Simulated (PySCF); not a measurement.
## V¹⁸⁺: ionisation energy

V¹⁸⁺ [He] 2s2 2p1 [2p1/2^1, M_J = 1/2] → V¹⁹⁺ [He] 2s2, as a difference of total energies. Computed with PySCF 2.14 in an uncontracted even-tempered set (17 s from 4.2 bohr⁻², ratio 2.4; 11 p from 5.4 bohr⁻², ratio 2.4; 5 d from 19 bohr⁻², ratio 2.6; 4 f from 29 bohr⁻², ratio 2.6), with the two-component X2C-1e Hamiltonian. Correlated levels: nothing frozen; the 34 highest virtual spinors dropped. "Screened" scales the spin-orbit matrix elements by Boettger's factors to mimic the two-electron term; Breit and QED terms are absent.

```tsv
method	ionisation energy (eV)
GHF (spin-free)	1350.5
GMP2 (spin-free)	1350.1
GHF (screened spin-orbit)	1356.4
GMP2 (screened spin-orbit)	1356.0
```

For comparison: 1354.2 ± 0.5 eV (semi-empirical (NIST evaluation); NIST Atomic Spectra Database, ionization energies).
